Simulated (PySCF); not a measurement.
TiCl₃, SMILES [Cl][Ti+]([Cl])[Cl], charge +1, multiplicity 1. Atoms are numbered in the order given.

```xyz
4

Ti     0.0000     0.0000     0.4818
Cl     1.7134     0.9892    -0.2078
Cl     0.0000    -1.9785    -0.2078
Cl    -1.7134     0.9892    -0.2078
```
Charge +1, spin multiplicity 1.

Geometry: PBE0-D3(BJ)/def2-SVP. The spin state was assumed, not searched. The isomer is the one that the SMILES or the coordinates give; other isomers of the formula were not compared.

Level of theory: PySCF with CAM-B3LYP/def2-TZVPD.

Computed frontier levels, gap, dipole moment and polarisability:
The highest occupied level comes out as -16.14 eV and the lowest empty level is -8.94 eV. The orbital gap is 7.21 eV and the dipole moment about the centre of nuclear charge is 3.25 D. The mean static polarisability comes out as 69.1 bohr³ (10.25 Å³) and the polarisability, principal values is 44.1, 81.6, 81.6 bohr³.
